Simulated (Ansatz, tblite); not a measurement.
Isomers of Na4H5 (doublet), found by a short tight-binding search and relaxed with PBE-D4/def2-SVP, loosely relaxed in Ansatz.

The xTB rows come from tblite. B3LYP takes the VWN-RPA correlation.

Run but left out: HF/def2-SVP, MP2/def2-SVP, CCSD/def2-SVP, CCSD(T)/def2-SVP (flagged by the program: other roots).

A: The geometry of the charge 0 doublet is only loosely relaxed.

Other spin states weren't relaxed.

A:

```xyz
9

Na   -0.760    0.477    3.156
Na    0.471    1.125    0.112
Na   -0.153   -2.103   -2.553
Na   -1.111   -2.054    0.605
H     1.203    1.029   -2.404
H     0.225    1.870    1.994
H     1.559    1.692   -2.587
H    -0.049   -0.679   -0.833
H    -1.385   -1.358    2.510
```

B:

```xyz
9

Na    0.8039    2.4922   -1.6133
Na   -0.6314   -2.6740    0.4777
Na   -0.5922    0.1641    3.1330
Na    0.3211   -1.1735   -2.6678
H     0.7189    0.8071   -2.7220
H     0.0917    2.2120    1.7281
H     0.2877    2.5248    0.9949
H    -0.7685   -1.6015    2.1827
H    -0.2310   -2.7511   -1.5131
```

**Question.** Estimate which lies lowest at each level, and how far above it the others are (kcal/mol).

**Answer.** 
```
                 level    A     B
              GFN1-xTB  0.0  19.1
              GFN2-xTB  0.0  17.1
      PBE-D4/def2-TZVP  0.0  11.2
   r2SCAN-D4/def2-TZVP  0.0  12.2
    B3LYP-D4/def2-TZVP  0.0  11.9
     PBE0-D4/def2-TZVP  0.0  14.0
CAM-B3LYP-D4/def2-TZVP  0.0  14.9
```
Point groups (tolerance 0.1 Å): A Cs, B Cs. Lower isomers may exist.
